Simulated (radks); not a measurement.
Values are calculated unless marked as measured or tabulated.
As3+, 30 electrons, occupied as [Ar] 3d9.5 4s2 4f0.5 (fractional occupations, a model configuration).

Code: a radial shooting solver on a logarithmic mesh with Libxc functionals. Model: scalar-relativistic Kohn-Sham, XLYP, spin-polarised, spherical densities, finite nucleus; open shells are filled with parallel spins first; Fermi nuclear charge, rms radius 4.0968 fm.

Energy parts (eV):
total: -61450.083
kinetic: 62639.539
electron-nucleus: -146796.062
Hartree: 24965.149
exchange-correlation: -2258.708

Orbitals (lengths in bohr, moments of r in powers of bohr; <r^-3> diverges for s and p1/2):
orbital  occ.  eigenvalue (eV)   <1/r>   <r^-3>     <r^2>      <r>
1s up       1        -11770.16   33.47        -  0.002786  0.04549
1s down     1        -11770.16   33.47        -  0.002786  0.04549
2s up       1        -1533.568   7.368        -   0.04848   0.2028
2s down     1        -1533.128   7.370        -   0.04846   0.2027
2p up       3        -1350.631   7.222     1107   0.03845   0.1772
2p down     3        -1350.300   7.223     1108   0.03843   0.1771
3s up       1        -234.8082   2.397        -    0.4084   0.5955
3s down     1        -234.0802   2.395        -    0.4088   0.5958
3p up       3        -178.1169   2.248    155.8    0.4402   0.6125
3p down     3        -177.4011   2.246    155.4    0.4410   0.6130
3d up       5         -84.7490   1.947    17.62    0.5387   0.6571
3d down   4.5         -84.0367   1.944    17.56    0.5417   0.6588
4s up       1         -49.0957  0.7858        -     3.222    1.688
4s down     1         -48.8792  0.7847        -     3.232    1.690
4p up       0         -36.8737  0.6777    16.43     4.255    1.934
4p down     0         -36.6837  0.6761    16.35     4.277    1.939
4d up       0         -20.7428  0.4759    1.232     8.503    2.723
4d down     0         -20.6001  0.4768    1.237     8.402    2.712
5s up       0         -19.4727  0.3563        -     15.54    3.728
4f up     0.5         -11.0300  0.2618  0.03100     21.74    4.390
5f up       0          -6.5870  0.1634  0.01629     72.29    7.954

The highest occupied level is 4f up at -11.030 eV. The configuration is held as typed, so some empty levels lie below it. The density falls to 0.001 e/bohr^3 at r = 3.60 bohr.
